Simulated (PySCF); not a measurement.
C3H6OSi.

```xyz
11

C      0.3068    -2.4677     0.0000
C      0.7188    -1.1959     0.0000
C     -0.2740    -0.0740     0.0000
O     -1.4737    -0.2820     0.0000
Si     0.2874     1.7760     0.0000
H     -0.7666    -2.6855     0.0000
H      1.0095    -3.3062     0.0000
H      1.7833    -0.9371     0.0000
H      1.7749     1.9033     0.0000
H     -0.2726     2.4212    -1.2189
H     -0.2726     2.4212     1.2189
```

The structure is a stationary point at ωB97X-D3(BJ)/def2-SVP. The values are those of a single conformer.

Level of theory: HF/pcSseg-1 (PySCF). Non-relativistic, no solvent.

Computed absolute GIAO shielding of each atom: isotropic value and principal components (ppm):
```tsv
atom	σ(iso)	σ11	σ22	σ33	span
C1	52.0	-77.9	50.1	183.9	261.8
C2	52.6	-79.1	86.4	150.4	229.4
C3	-39.5	-152.3	-87.2	121.1	273.5
O4	-468.6	-1307.3	-529.8	431.3	1738.5
Si5	468.0	439.3	470.0	494.6	55.2
H6	24.6	22.3	23.0	28.7	6.4
H7	25.6	23.6	24.9	28.5	4.9
H8	24.8	20.2	24.3	30.0	9.7
H9	27.8	24.8	26.7	31.9	7.1
H10	27.9	25.1	26.4	32.2	7.1
H11	27.9	25.1	26.4	32.2	7.1
```
